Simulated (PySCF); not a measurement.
## Bromine: a sound run and one with changed settings

Sound run: Br [Ar] 3d10 4s2 4p5, Br⁺ [Ar] 3d10 4s2 4p4. Calculation: PySCF 2.14, in Sapporo-DKH3-DZP-2012; the spin-free X2C one-electron Hamiltonian (Gaussian nucleus). In the sound run the correlated levels freeze [Ar] 3d10. The sound run starts from symmetry-adapted Hartree-Fock orbitals and uses a fine grid where one is needed.

Changed run: a valence shell is frozen. This setting is unsound on purpose.

| species | method | sound run (hartree) | changed run (hartree) | converged |
| --- | --- | --- | --- | --- |
| Br | MP2 | -2604.45103 | -2604.41742 | yes |
| Br | CCSD(T) | -2604.46649 | -2604.42756 | yes |
| Br⁺ | MP2 | -2604.03409 | -2603.99504 | yes |
| Br⁺ | CCSD(T) | -2604.05077 | -2604.00365 | yes |

Ionisation energy of Br:

```csv
method,sound run (eV),changed run (eV)
UHF,10.727,10.727
MP2,11.346,11.493
SCS-MP2,11.318,11.533
CCSD,11.302,11.527
CCSD(T),11.313,11.535
```

Freezing a valence shell removes pair correlation that changes on ionisation.

For comparison, NIST gives 11.814 eV between the lowest levels.
